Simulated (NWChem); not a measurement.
System: YCl₂ cation; SMILES [Cl][Y+][Cl]

Here is an NWChem input.

```
start job
memory heap 200 mb stack 700 mb global 900 mb
charge 1
geometry units angstroms noautosym nocenter noautoz
  Y      0.000000     0.000000     0.552844
  Cl     1.926635     0.000000    -0.797856
  Cl    -1.926635     0.000000    -0.797856
end
basis spherical
  Y library def2-svpd
  Cl library def2-svpd
end
ecp
  Y library def2-ecp
end
dft
  xc bhlyp
  iterations 150
end
property
  response 1 0.0
end
task dft property
```

The geometry was optimised at PBE-D3(BJ)/def2-SVP. This spin state was assumed; another may lie lower. def2 effective core potentials on Y; no spin-orbit coupling.

Static field.

Problem. Give the results of this calculation. (BHandHLYP/def2-SVPD with def2 effective core potentials on Y.) Quantities: isotropic polarisability (bohr³); anisotropy (bohr³).

Solution. The isotropic polarisability (bohr³) comes out as 51.3 and the anisotropy (bohr³) is 31.3.
